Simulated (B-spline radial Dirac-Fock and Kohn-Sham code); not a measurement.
**L1 emission of Bi⁷⁺**

System: the Bi⁷⁺ ion, 1s2 2s2 2p6 3s2 3p6 3d10 4s2 4p6 4d10 4f14 5s2 5p6 5d8.

The run's input, task.json:

```json
{"items": [{
  "Z": 83,
  "q": 7,
  "cfg": [[1, 0, 2], [2, 0, 2], [2, 1, 6], [3, 0, 2], [3, 1, 6], [3, 2, 10], [4, 0, 2], [4, 1, 6], [4, 2, 10], [4, 3, 14], [5, 0, 2], [5, 1, 6], [5, 2, 8]],
  "A": 209,
  "rrms": 5.5211,
  "do": ["binding", "quiet", "decay"],
  "holes": ["K", "L1", "L2", "L3", "M1", "M2", "M3", "M4", "M5", "N1", "N2", "N3", "N4", "N5", "N6", "N7"]
}]}
```

Launch: `python xray_run.py task.json out`

Calculated with a radial atomic solver, using one-electron (LDA, Dirac) transition rates at Dirac-Fock energies.

```
 line  multipole  energy (eV)  rate (s⁻¹)  share (%)
L1-L2         E1        682.0    3.58e+11     0.0162
L1-L3         E1       2975.1    7.25e+13       3.29
L1-M2         E1      12692.6    7.43e+14       33.7
L1-M3         E1      13211.3    7.99e+14       36.3
L1-M4         E2            –    2.77e+13       1.26
L1-M5         E2            –    4.14e+13       1.88
L1-N2         E1      15582.4    1.92e+14       8.71
L1-N3         E1      15711.2    2.26e+14       10.3
L1-N4         E2            –    4.20e+12      0.191
L1-N5         E2            –    6.67e+12      0.303
L1-O2         E1      16280.3    4.05e+13       1.84
L1-O3         E1      16305.9    4.80e+13       2.18
L1-O4         E2      16376.7    4.98e+11     0.0226
L1-O5         E2      16380.3    8.00e+11     0.0363
```

The listed lines hold 100.0 % of the radiative rate. A dash stands for an energy that rests on an unreliable hole state. The radiative width is 1.45 eV in the length form and 1.46 eV in the velocity form; the two differ because the transition energies are not eigenvalue differences of the potential that gave the orbitals.
